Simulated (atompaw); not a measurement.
**Reading a pseudo-wave (Se (Z = 34))**

Columns: radius, all-electron u(r) and pseudo u(r) of the 4s shell (level -17.48 eV) of selenium in the configuration [Ar] 3d10 4s2 4p4; LDA (PW92), scalar-relativistic, PAW (atompaw) scheme, atompaw 4.2.0.5.

```
r (bohr)  all-electron  pseudo
   0.065        0.0494  0.0333
   0.131        0.2537  0.0677
   0.196        0.1284  0.1026
   0.262       -0.1078  0.1396
   0.327       -0.2975  0.1780
   0.392       -0.3945  0.2184
   0.458       -0.4012  0.2617
   0.523       -0.3391  0.3065
   0.588       -0.2331  0.3533
   0.654       -0.1014  0.4024
   0.719        0.0367  0.4518
   0.785        0.1749  0.5024
   0.850        0.3022  0.5518
   0.915        0.4169  0.5999
   0.981        0.5185  0.6464
   1.046        0.6033  0.6892
   1.112        0.6741  0.7283
   1.177        0.7296  0.7619
   1.242        0.7722  0.7900
   1.308        0.8034  0.8122
   1.373        0.8237  0.8275
   1.438        0.8349  0.8363
   1.504        0.8383  0.8386
   1.569        0.8348  0.8349
   1.635        0.8256  0.8256
   1.700        0.8118  0.8118
```

Problem. How many radial nodes do the two functions have?

Solution. The all-electron 4s function has n − l − 1 = 3 (the table is too coarse to show those close to the nucleus); the pseudo-wave has 0, since the states of the same l below it are removed with the core.

Problem. Is the pseudo-wave norm-conserving?

Solution. No, it belongs to a PAW set: the norm inside the radius is not constrained, and the difference is carried by the augmentation charge.
